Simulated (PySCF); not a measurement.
C6H14BP.
Numbering: `[CH3:1][B:2]([CH3:3])[P:4]1[CH2:5][CH2:6][C@@H:7]1[CH3:8]` (hydrogens: H9, H10, H11 on C1; H12, H13, H14 on C3; H15, H16 on C5; H17, H18 on C6; H19 on C7; H20, H21, H22 on C8)

Computed by this run: PySCF, PBE0-D3(BJ)/def2-SVP geometry optimisation, gas phase; density fitting, grid level 1; the optimiser is geomeTRIC in internal coordinates, started from a GFN2-xTB structure with every atom displaced at random (about 0.01 Å).

Geometry at step 0:
```
atom  x, y, z in Å
C1     -2.2170   -0.6522    0.9283
B2     -1.3720    0.1224   -0.1581
C3     -1.7575    1.6052   -0.5634
P4     -0.0559   -0.8292   -1.1873
C5      0.6623   -2.0337    0.0489
C6      1.6865   -0.9784    0.5114
C7      1.5926   -0.0602   -0.7069
C8      1.7190    1.4341   -0.4508
H9     -1.6599   -0.7845    1.8538
H10    -3.1398   -0.0899    1.2244
H11    -2.5442   -1.6198    0.5876
H12    -1.0621    2.0643   -1.2743
H13    -2.7672    1.6305   -0.9974
H14    -1.8013    2.2645    0.3228
H15     0.0009   -2.4285    0.8316
H16     1.1317   -2.8517   -0.4506
H17     2.6942   -1.3618    0.7041
H18     1.3332   -0.4588    1.4148
H19     2.3046   -0.3603   -1.4722
H20     2.6915    1.6716   -0.1137
H21     1.4798    1.9978   -1.3596
H22     1.0155    1.7230    0.3201
```

**Question.** What forces act on the atoms?

**Answer.** 
```json
{"atom": "C1", "Fx (eV/Å)": "-0.838", "Fy (eV/Å)": "1.429", "Fz (eV/Å)": "-0.057"}
{"atom": "B2", "Fx (eV/Å)": "-0.198", "Fy (eV/Å)": "0.072", "Fz (eV/Å)": "-0.183"}
{"atom": "C3", "Fx (eV/Å)": "0.491", "Fy (eV/Å)": "-0.126", "Fz (eV/Å)": "0.254"}
{"atom": "P4", "Fx (eV/Å)": "-0.513", "Fy (eV/Å)": "0.042", "Fz (eV/Å)": "0.215"}
{"atom": "C5", "Fx (eV/Å)": "-0.260", "Fy (eV/Å)": "0.735", "Fz (eV/Å)": "0.832"}
{"atom": "C6", "Fx (eV/Å)": "-0.217", "Fy (eV/Å)": "-0.351", "Fz (eV/Å)": "-0.265"}
{"atom": "C7", "Fx (eV/Å)": "-0.070", "Fy (eV/Å)": "0.957", "Fz (eV/Å)": "0.323"}
{"atom": "C8", "Fx (eV/Å)": "-1.329", "Fy (eV/Å)": "-1.041", "Fz (eV/Å)": "-0.875"}
{"atom": "H9", "Fx (eV/Å)": "0.452", "Fy (eV/Å)": "-0.207", "Fz (eV/Å)": "0.356"}
{"atom": "H10", "Fx (eV/Å)": "0.438", "Fy (eV/Å)": "-0.224", "Fz (eV/Å)": "-0.194"}
{"atom": "H11", "Fx (eV/Å)": "-0.080", "Fy (eV/Å)": "-0.918", "Fz (eV/Å)": "-0.216"}
{"atom": "H12", "Fx (eV/Å)": "-0.002", "Fy (eV/Å)": "0.103", "Fz (eV/Å)": "-0.185"}
{"atom": "H13", "Fx (eV/Å)": "-0.157", "Fy (eV/Å)": "-0.095", "Fz (eV/Å)": "-0.070"}
{"atom": "H14", "Fx (eV/Å)": "-0.045", "Fy (eV/Å)": "-0.102", "Fz (eV/Å)": "0.053"}
{"atom": "H15", "Fx (eV/Å)": "-0.083", "Fy (eV/Å)": "-0.048", "Fz (eV/Å)": "-0.040"}
{"atom": "H16", "Fx (eV/Å)": "0.492", "Fy (eV/Å)": "-0.982", "Fz (eV/Å)": "-0.574"}
{"atom": "H17", "Fx (eV/Å)": "0.264", "Fy (eV/Å)": "-0.100", "Fz (eV/Å)": "0.172"}
{"atom": "H18", "Fx (eV/Å)": "-0.053", "Fy (eV/Å)": "0.062", "Fz (eV/Å)": "0.027"}
{"atom": "H19", "Fx (eV/Å)": "0.388", "Fy (eV/Å)": "-0.184", "Fz (eV/Å)": "-0.350"}
{"atom": "H20", "Fx (eV/Å)": "1.613", "Fy (eV/Å)": "0.467", "Fz (eV/Å)": "0.418"}
{"atom": "H21", "Fx (eV/Å)": "0.102", "Fy (eV/Å)": "0.215", "Fz (eV/Å)": "-0.069"}
{"atom": "H22", "Fx (eV/Å)": "-0.396", "Fy (eV/Å)": "0.296", "Fz (eV/Å)": "0.428"}
```

The largest, 1.90 eV/Å, acts on C8; the rms over all components is 0.504 eV/Å. The forces sum to zero within rounding, as they must for an isolated molecule in no field.

**Question.** Give the force on C8 in Eh/bohr and in nN.

**Answer.** 1.902 eV/Å ÷ 51.422 = 0.03698 Eh/bohr, and 1.902 eV/Å × 1.602 = 3.05 nN.

**Question.** How far is this geometry from the end of the optimisation?

**Answer.** 0.174 eV above it, and 0.208 Å rms away after alignment. The bonds farthest from their final lengths, with half the difference of the two atoms' forces along the bond (positive lengthens):

```
  bond  now (Å)  final (Å)  force along bond (eV/Å)
C8–H20    1.056      1.103                    +1.73
C5–H16    1.067      1.101                    +1.15
 B2–P4    1.923      1.890                    -0.21
C1–H11    1.077      1.100                    +0.96
 C1–H9    1.088      1.108                    +0.61
C1–H10    1.120      1.102                    -0.96
```

The angle farthest from its final value is B2–C1–H9, 111.8° against 106.2°.

Of the 6 listed bonds off by 0.010 Å or more, this force points towards the final length in 6.

The cost below is that of the whole optimisation. On one thread, Arm Neoverse V2 (aarch64), no GPU (shared host), this took 3.4 min and 0.76 GiB of memory at its peak.
